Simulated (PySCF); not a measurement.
PySCF run on BeC⁻

File input.py (PySCF 2.14):

```python
from pyscf import gto, dft

mol = gto.M(
    atom='Be 0 0 0; C 0 0 1.859',
    basis='cc-pvdz',
    charge=-1,
    spin=1,
    verbose=4,
)
mf = dft.ROKS(mol, xc='pbe0')
mf.kernel()
mf.analyze()
print('orbital energies (hartree):', mf.mo_energy[..., max(0, mol.nelec[1]-3):mol.nelec[0]+3].round(4))
```

```bash
$ OMP_NUM_THREADS=1 python input.py
```

The log (some set-up lines and the per-cycle HOMO/LUMO lines with their warnings removed):

```
PySCF version 2.14.0

[INPUT] verbose = 4
[INPUT] num. atoms = 2
[INPUT] num. electrons = 11
[INPUT] charge = -1
[INPUT] spin (= nelec alpha-beta = 2S) = 1
[INPUT] symmetry False subgroup None
[INPUT] Mole.unit = angstrom
[INPUT] Symbol           X                Y                Z      unit          X                Y                Z       unit  Magmom
[INPUT]  1 Be     0.000000000000   0.000000000000   0.000000000000 AA    0.000000000000   0.000000000000   0.000000000000 Bohr   0.0
[INPUT]  2 C      0.000000000000   0.000000000000   1.859000000000 AA    0.000000000000   0.000000000000   3.513000865566 Bohr   0.0

nuclear repulsion = 6.83176603662184
number of shells = 10
number of NR pGTOs = 52
number of NR cGTOs = 28
basis = cc-pvdz
ecp = {}

******** <class 'pyscf.dft.roks.ROKS'> ********
method = ROKS
initial guess = minao
damping factor = 0
level_shift factor = 0
DIIS = <class 'pyscf.scf.diis.CDIIS'>
diis_start_cycle = 1
diis_space = 8
diis_damp = 0
SCF conv_tol = 1e-09
SCF conv_tol_grad = None
SCF max_cycles = 50
direct_scf = True
direct_scf_tol = 1e-13
num. doubly occ = 5  num. singly occ = 1
XC library pyscf.dft.libxc version 7.0.0
    S. Lehtola, C. Steigemann, M. J.T. Oliveira, and M. A.L. Marques.,  SoftwareX 7, 1–5 (2018)
XC functionals = pbe0
    C. Adamo and V. Barone.,  J. Chem. Phys. 110, 6158 (1999)
    M. Ernzerhof and G. E. Scuseria.,  J. Chem. Phys. 110, 5029 (1999)
radial grids:
    Treutler-Ahlrichs [JCP 102, 346 (1995); DOI:10.1063/1.469408] (M4) radial grids

becke partition: Becke, JCP 88, 2547 (1988); DOI:10.1063/1.454033
pruning grids: <function nwchem_prune>
grids dens level: 3
symmetrized grids: False
atomic radii adjust function: <function treutler_atomic_radii_adjust>
small_rho_cutoff = 0
Set gradient conv threshold to 3.16228e-05
tot grids = 27840
init E= -52.4539537719228
cycle= 1 E= -52.3862922324292  delta_E= 0.0677  |g|= 0.485  |ddm|= 1.02
cycle= 2 E= -50.9205390209744  delta_E= 1.47  |g|= 1.39  |ddm|= 1.65
cycle= 3 E= -52.4935113850001  delta_E= -1.57  |g|= 0.198  |ddm|= 1.43
cycle= 4 E= -52.5143979332094  delta_E= -0.0209  |g|= 0.0514  |ddm|= 0.184
cycle= 5 E= -52.5155116365446  delta_E= -0.00111  |g|= 0.0251  |ddm|= 0.058
cycle= 6 E= -52.5157171006723  delta_E= -0.000205  |g|= 0.0126  |ddm|= 0.0146
cycle= 7 E= -52.5157915205943  delta_E= -7.44e-05  |g|= 0.00375  |ddm|= 0.00891
cycle= 8 E= -52.5157984850546  delta_E= -6.96e-06  |g|= 0.000606  |ddm|= 0.00293
cycle= 9 E= -52.5157987269145  delta_E= -2.42e-07  |g|= 0.00017  |ddm|= 0.000913
cycle= 10 E= -52.5157987379061  delta_E= -1.1e-08  |g|= 7.03e-05  |ddm|= 8.94e-05
cycle= 11 E= -52.5157987402831  delta_E= -2.38e-09  |g|= 4.89e-06  |ddm|= 4.94e-05
cycle= 12 E= -52.5157987403001  delta_E= -1.7e-11  |g|= 2.79e-07  |ddm|= 7.79e-06
Extra cycle  E= -52.5157987403008  delta_E= -7.11e-13  |g|= 2.32e-07  |ddm|= 2.18e-06
converged SCF energy = -52.5157987403008
**** SCF Summaries ****
Total Energy =                         -52.515798740300809
Nuclear Repulsion Energy =               6.831766036621840
One-electron Energy =                  -85.894227726222454
Two-electron Energy =                   26.546662949299808
Two-electron Coulomb Energy =           34.672556966649353
DFT Exchange-Correlation Energy =       -8.125894017349545
**** MO energy ****
                Roothaan           | alpha              | beta
MO #1   energy= -10.0495474655014  | -10.0545195483097  | -10.0445753826932  occ= 2
MO #2   energy= -3.86077016681136  | -3.86119519390549  | -3.8603451397172   occ= 2
MO #3   energy= -0.299701015176963 | -0.321932624511714 | -0.27746940584222  occ= 2
MO #4   energy= -0.0212907297548763 | -0.0274850548213968 | -0.015096404688365 occ= 2
MO #5   energy= 0.0438473405690403 | 0.0386802920806552 | 0.0490143890579766 occ= 2
MO #6   energy= 0.0772017166419678 | 0.00130674265368328 | 0.153096670865213  occ= 1
MO #7   energy= 0.097085440623164  | 0.0928823950185257 | 0.101288486227796  occ= 0
MO #8   energy= 0.205107065291582  | 0.188563185021715  | 0.221650959045171  occ= 0
MO #9   energy= 0.208017875923437  | 0.205271535432951  | 0.210764216413501  occ= 0
[19 lines left out]
 ** Mulliken pop on meta-lowdin orthogonal AOs  **
 ** Mulliken pop  **
pop of  0 Be 1s           1.99988
pop of  0 Be 2s           1.33084
pop of  0 Be 3s           0.00607
pop of  0 Be 2px          0.14455
pop of  0 Be 2py          0.42747
pop of  0 Be 2pz          0.03554
pop of  0 Be 3px          0.00413
pop of  0 Be 3py          0.01769
pop of  0 Be 3pz          0.01974
pop of  0 Be 3dxy         0.00001
pop of  0 Be 3dyz         0.00002
pop of  0 Be 3dz^2        0.00230
[16 lines left out]
 ** Mulliken atomic charges  **
charge of    0Be =      0.01155
charge of    1C =     -1.01155

WARN: System has nonzero charge -1; the dipole moment is origin-dependent.
Location of origin: [0. 0. 0.]

Dipole moment(X, Y, Z, Debye):  0.00000, -0.00000, -4.83322
orbital energies (hartree): [-0.2997 -0.0213  0.0438  0.0772  0.0971  0.2051  0.208 ]
```

In short: E(SCF) = -52.515799 Eh, 12 cycles.

Run time: 2.6 s on 1 thread of Arm Neoverse N1 (shared host).

The basis has no diffuse functions, which an anion needs. The bond length is a typed value, not an optimised one. The dipole of an ion depends on the origin. No search for the lowest solution was made.
